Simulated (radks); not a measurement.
The numbers below are computed, except where a source is named.
W, configuration [Xe] 4f14 5d4 6s2.

Code: a radial shooting solver on a logarithmic mesh with Libxc functionals. Model: Dirac Kohn-Sham, LDA (Slater exchange, Perdew-Wang correlation), spin-unpolarised, spherical densities, finite nucleus; open shells are shared between the two j in proportion to 2j + 1; Fermi nuclear charge, rms radius 5.3658 fm.

Energy parts (Ry):
| part | energy |
|---|---|
| total | -32307.7624 |
| kinetic | 36372.6496 |
| electron-nucleus | -80701.3037 |
| Hartree | 12651.9083 |
| exchange-correlation | -631.0165 |

Orbitals (lengths in bohr, moments of r in powers of bohr):
orbital  occ.  eigenvalue (Ry)      <r^2>       <r^4>  small-component weight
1s1/2       2        -5094.448  0.0004638   5.836e-07                7.78e-02
2s1/2       2        -878.8449   0.007072  0.00008729                1.76e-02
2p1/2       2        -840.9062   0.005045  0.00005251                1.77e-02
2p3/2       4        -741.5960   0.006246  0.00007648                1.60e-02
3s1/2       2        -202.3551    0.04622    0.003230                5.80e-03
3p1/2       2        -185.3694    0.04237    0.002847                5.75e-03
3p3/2       4        -163.9013    0.04897    0.003761                5.25e-03
3d3/2       4        -135.1141    0.03795    0.002552                5.14e-03
3d5/2       6        -130.4409    0.03975    0.002778                5.00e-03
4s1/2       2        -41.69089     0.2287     0.07603                1.92e-03
4p1/2       2        -34.63984     0.2356     0.08299                1.83e-03
4p3/2       4        -29.64710     0.2714      0.1100                1.63e-03
4d3/2       4        -18.02332     0.2958      0.1415                1.44e-03
4d5/2       6        -17.10321     0.3093      0.1547                1.39e-03
4f5/2       6         -2.54463     0.4567      0.4974                9.83e-04
4f7/2       8         -2.37987     0.4724      0.5371                9.60e-04
5s1/2       2         -5.81204      1.281       2.426                4.29e-04
5p1/2       2         -3.71462      1.570       3.805                3.53e-04
5p3/2       4         -2.98538      1.868       5.439                3.00e-04
5d3/2     1.6         -0.37748      4.950       52.21                1.28e-04
5d5/2     2.4         -0.32340      5.475       65.17                1.17e-04
6s1/2       2         -0.43390      11.41       210.4                4.88e-05

The highest occupied level is 5d5/2 at -4.400 eV. Summed over all electrons, <r^2> = 69.44 bohr^2, which gives a Langevin (diamagnetic) susceptibility term of -55 x 10^-6 cm^3/mol. The density falls to 0.001 e/bohr^3 at r = 4.79 bohr. The electron density at the nucleus is 1.419e+06 e/bohr^3.
